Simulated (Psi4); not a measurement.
C6H7, doublet, geometry from GFN2-xTB; Psi4 with SVWN/STO-3G.

The Psi4 input:
```
memory 2 GB

molecule mol {
0 2
C     0.597379   -1.243900    0.411874
C    -0.709213   -1.221095    0.371450
C    -1.346920   -0.030527   -0.344017
C    -0.531027    1.228578   -0.038941
C     0.944464    1.001065   -0.208841
C     1.474664   -0.216262   -0.023431
H    -1.355708   -1.987962    0.764341
H    -1.351554   -0.225074   -1.421828
H    -2.378343    0.092600   -0.012980
H    -0.857947    2.043664   -0.687528
H    -0.715542    1.538657    0.998032
H     1.558617    1.848977   -0.475557
H     2.524395   -0.418015   -0.173039
}

set {
  basis sto-3g
  reference uks
}

energy('svwn')
print_variables()
```

The log (banner, timings and long lists left out):

```
   => Loading Basis Set <=

    Name: STO-3G
    Role: ORBITAL
    Keyword: BASIS

         ---------------------------------------------------------
                                   SCF
               by Justin Turney, Rob Parrish, Andy Simmonett
                          and Daniel G. A. Smith
                              UKS Reference
         ---------------------------------------------------------

  ==> Geometry <==

    Molecular point group: c1
    Full point group: C1

    Geometry (in Angstrom), charge = 0, multiplicity = 2:

       Center              X                  Y                   Z               Mass
    ------------   -----------------  -----------------  -----------------  -----------------
         C            0.565047947663    -1.207593421798     0.399215979147    12.000000000000
         C           -0.741544052337    -1.184788421798     0.358791979147    12.000000000000
         C           -1.379251052337     0.005779578202    -0.356675020853    12.000000000000
         C           -0.563358052337     1.264884578202    -0.051599020853    12.000000000000
         C            0.912132947663     1.037371578202    -0.221499020853    12.000000000000
         C            1.442332947663    -0.179955421798    -0.036089020853    12.000000000000
         H           -1.388039052337    -1.951655421798     0.751682979147     1.007825032230
         H           -1.383885052337    -0.188767421798    -1.434486020853     1.007825032230
         H           -2.410674052337     0.128906578202    -0.025638020853     1.007825032230
         H           -0.890278052337     2.079970578202    -0.700186020853     1.007825032230
         H           -0.747873052337     1.574963578202     0.985373979147     1.007825032230
         H            1.526285947663     1.885283578202    -0.488215020853     1.007825032230
         H            2.492063947663    -0.381708421798    -0.185697020853     1.007825032230

  Running in c1 symmetry.

  Rotational constants: A =      0.18698  B =      0.16989  C =      0.09539 [cm^-1]
  Rotational constants: A =   5605.45255  B =   5093.26883  C =   2859.81810 [MHz]
  Nuclear repulsion =  211.460296381794507

  Charge       = 0
  Multiplicity = 2
  Electrons    = 43
  Nalpha       = 22
  Nbeta        = 21

  ==> Algorithm <==

  SCF Algorithm Type is DF.
  DIIS enabled.
  MOM disabled.
  Fractional occupation disabled.
  Guess Type is SAD.
  Energy threshold   = 1.00e-06
  Density threshold  = 1.00e-06
[...]
      Ntotal   =   42.9999673792 ; deviation = -3.262e-05

   @Spin Contamination Metric:   8.462093237E-03
   @S^2 Expected:                7.500000000E-01
   @S^2 Observed:                7.584620932E-01
   @S   Expected:                5.000000000E-01
   @S   Observed:                5.000000000E-01

    Orbital Energies [Eh]
    ---------------------

    Alpha Occupied:

[...]
      22A     -0.115311

    Alpha Virtual:

[...]
    Beta Occupied:

[...]
    Beta Virtual:

[...]
      37A      0.748137

    Final Occupation by Irrep:
              A
    DOCC [    21 ]
    SOCC [     1 ]
    NA   [    22 ]
    NB   [    21 ]

  @DF-UKS Final Energy:  -228.55293936152839

   => Energetics <=

    Nuclear Repulsion Energy =            211.4602963817945067
    One-Electron Energy =                -729.0217549483223820
    Two-Electron Energy =                 322.8488624950621215
    DFT Exchange-Correlation Energy =     -33.8403432900625916
    Empirical Dispersion Energy =           0.0000000000000000
    VV10 Nonlocal Energy =                  0.0000000000000000
    Total Energy =                       -228.5529393615283880

  UHF NO Occupations:
  HONO-2 :   20  A 1.9996531
  HONO-1 :   21  A 1.9964610
  HONO-0 :   22  A 1.0000000
  LUNO+0 :   23  A 0.0035390
  LUNO+1 :   24  A 0.0003469
  LUNO+2 :   25  A 0.0001786
  LUNO+3 :   26  A 0.0000940

Computation Completed

Properties will be evaluated at   0.000000,   0.000000,   0.000000 [a0]

Properties computed using the SCF density matrix

 Multipole Moments:

 ------------------------------------------------------------------------------------
     Multipole            Electronic (a.u.)      Nuclear  (a.u.)        Total (a.u.)
 ------------------------------------------------------------------------------------

 L = 1.  Multiply by 2.5417464519 to convert [e a0] to [Debye]
 Dipole X            :          2.4130022           -2.6271639           -0.2141617
 Dipole Y            :         -2.5776271            2.9502099            0.3725828
 Dipole Z            :          0.9048035           -1.0285588           -0.1237553
 Magnitude           :                                                    0.4472120

 ------------------------------------------------------------------------------------

  Variable Map:
  ----------------------------------------------------------------------------
[...]
  Array Variable Map:
  ----------------------------------------------------------------------------
[...]
[...]
```
